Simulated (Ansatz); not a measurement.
Pulling on the Al1–H2 bond in AlF2H (SMILES [F][AlH][F]) (multiplicity 1 held, fragments rigid). Energies count from the point at 1.553 Å.
Geometry at that point (charge 0, multiplicity 1):
```xyz
4

Al    -0.297    -0.200    -0.235
H     -1.376    -0.925    -1.085
F     -0.220     1.442    -0.185
F      0.802    -1.050     0.644
```

Restricted levels (R-, RO-) in cc, def2 and unpolarised 6-31G sets keep to the state of the molecule at rest. Unrestricted levels (U-) break spin symmetry where that is lower. Curves can end on different states.

The values were computed with Ansatz (an electronic-structure program). Each number belongs to the level named beside it.

Task: One of these levels gives 2.980 eV for the energy at R = 4.971 Å. Which?
A) U-PBE/cc-pV(T+d)Z
B) R-r2SCAN/cc-pV(T+d)Z
C) U-HF/cc-pV(T+d)Z

Result: C, U-HF/cc-pV(T+d)Z. The others give 3.598 (U-PBE/cc-pV(T+d)Z), 5.351 (R-r2SCAN/cc-pV(T+d)Z)

Doubts at one or more of the structures used: a spin-contaminated determinant (U-HF/cc-pV(T+d)Z, U-PBE/cc-pV(T+d)Z); a restricted determinant that unrestricted orbitals would lower (R-r2SCAN/cc-pV(T+d)Z).
